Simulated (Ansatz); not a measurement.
Consider the silylene formation by 1,1-elimination: `BOC[SiH](F)F` → `BOCF` + `F[SiH]`.

Calculated with Ansatz (gas phase, PBE0-D4/def2-TZVP geometries, no zero-point term in ΔE). CBS: MP2 limit from def2 TZ/QZ plus the TZ coupled-cluster correction, frozen cores. This one scheme is used for every species. DFT in def2-TZVPP. Each species was taken in one conformer, which may not be the lowest.

`BOC[SiH](F)F`:

Cartesian coordinates in Å:
```
B 1.113 0.840 -1.579
O 0.106 0.053 -1.168
C 0.181 -0.717 0.026
Si -1.115 -0.109 1.230
F -0.942 -0.918 2.586
F -2.564 -0.421 0.671
H 2.130 0.896 -0.940
H 0.934 1.457 -2.586
H 1.180 -0.649 0.475
H 0.000 -1.767 -0.225
H -1.024 1.336 1.510
```

`BOCF`:

```xyz
8

B    -0.651   -0.677    0.971
O     0.431   -0.577    0.170
C     0.588    0.496   -0.697
F     0.263    0.094   -1.958
H    -1.472    0.198    0.974
H    -0.724   -1.650    1.658
H    -0.073    1.325   -0.423
H     1.639    0.791   -0.695
```

`F[SiH]`:

Z-matrix (Å, degrees):
```
Si
F 1 1.612
H 1 1.541 2 96.3
```

CCSD(T)/CBS gives +96.1 kcal/mol.

Task: Another level gave +93.4 kcal/mol. Which?
A. B2PLYP/def2-TZVPP
B. r2SCAN/def2-TZVPP
C. ωB97X-V/def2-TZVPP
D. PBE-D4/def2-TZVPP

Result: A. B2PLYP 93.4, PBE-D4 91.5, ωB97X-V 95.2, r2SCAN 98.4 kcal/mol.

Largest T1 diagnostic among the species: 0.015.

From PBE to PBE0 (25 % exact exchange), in def2-TZVPP and without D4, ΔE moves by +4.0 kcal/mol. The D4 term adds +3.4 kcal/mol with B3LYP and +1.8 kcal/mol with PBE0; it sums over pairs of atoms, weighted by their polarisabilities, and B3LYP, whose exchange is more repulsive, gets the larger term.

B3LYP here is the variant with VWN-RPA as its local correlation; programs differ in this.
